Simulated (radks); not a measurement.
The numbers below are computed, except where a source is named.
All-electron atom: Hf69+ in [He] 2s1. Level of theory: scalar-relativistic Kohn-Sham, PBE, spin-polarised, spherical densities, finite nucleus; open shells are filled with parallel spins first (spin-orbit coupling, left out, can overturn this in heavy ions); Fermi nuclear charge, rms radius 5.347 fm (a radial shooting solver on a logarithmic mesh with Libxc functionals). Some entries of the table are withheld. Estimate them.

| orbital | occ. | eigenvalue (hartree) | <1/r> (bohr^-1) |
|---|---|---|---|
| 1s up | 1 | (1) | 84.06 |
| 1s down | 1 | (2) | 84.05 |
| 2s up | 1 | -676.8691 | 20.66 |
| 2p up | 0 | -634.2504 | (3) |
| 3s up | 0 | -291.7883 | 8.806 |

Answer. 
(1) 1s up eigenvalue (hartree): -2715.364
(2) 1s down eigenvalue (hartree): -2714.436
(3) 2p up <1/r> (bohr^-1): 18.81
